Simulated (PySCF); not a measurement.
1-methylcyclopentene (C6H10), SMILES C1(C)=CCCC1. Geometry: PBE-D3(BJ)/def2-SVP. One conformer was computed; it need not be the lowest.

Give the equilibrium geometry at PBE-D3(BJ)/def2-SVP (PySCF confirms it by a frequency run) as bond lengths and angles. (The exact figures need the calculation; the answer reports its results.)

This is not unique; one that fits is 
Atoms: C1 C2 C3 C4 C5 C6 H7 H8 H9 H10 H11 H12 H13 H14 H15 H16. Bond lengths (Å): C1–C2 1.496, C1–H7 1.107, C1–H8 1.112, C1–H9 1.112, C2–C3 1.352, C2–C6 1.518, C3–C4 1.510, C3–H10 1.102, C4–C5 1.549, C4–H11 1.116, C4–H12 1.111, C5–C6 1.546, C5–H13 1.108, C5–H14 1.110, C6–H15 1.112, C6–H16 1.116. Bond angles (°): C2–C1–H7 112.1, C2–C1–H8 111.2, C2–C1–H9 111.1, H7–C1–H8 108.2, H7–C1–H9 108.1, H8–C1–H9 106.0, C1–C2–C3 127.6, C1–C2–C6 121.8, C3–C2–C6 110.5, C2–C3–C4 112.4, C2–C3–H10 124.3, C4–C3–H10 123.3, C3–C4–C5 102.9, C3–C4–H11 110.4, C3–C4–H12 113.5, C5–C4–H11 111.7, C5–C4–H12 112.7, H11–C4–H12 105.7, C4–C5–C6 105.1, C4–C5–H13 113.3, C4–C5–H14 109.0, C6–C5–H13 113.4, C6–C5–H14 109.0, H13–C5–H14 107.0, C2–C6–C5 103.6, C2–C6–H15 112.8, C2–C6–H16 109.6, C5–C6–H15 113.0, C5–C6–H16 112.1, H15–C6–H16 105.8.
Charge 0, spin multiplicity 1.
